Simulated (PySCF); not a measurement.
Computed Raman spectrum (relative Raman activity) of a molecule C2H9NOSi. The structure is a stationary point at r2SCAN-D4/def2-SVP. One conformer was computed; it need not be the lowest. These are PySCF 2.14.0 with r2SCAN-D4/def2-SVP values and carry that method's errors. Frequencies are harmonic and unscaled.

| ν (cm⁻¹) | relative intensity |
|---|---|
| 669 | 3.3 |
| 753 | 4.5 |
| 944 | 3.2 |
| 960 | 3.4 |
| 1025 | 2.4 |
| 1319 | 2.4 |
| 1422 | 3.9 |
| 1447 | 8.1 |
| 1453 | 5.3 |
| 1509 | 8.9 |
| 2209 | 28 |
| 2227 | 45 |
| 2957 | 9.6 |
| 2964 | 100 |
| 3016 | 66 |
| 3027 | 15 |
| 3115 | 18 |
| 3123 | 17 |
| 3866 | 28 |

Q: Which structure fits?
A. CO[Si@H](C)N
B. CN(C)[SiH2]O
C. C[Si@H](O)CN
D. CN[SiH2]OC

A: B, CN(C)[SiH2]O
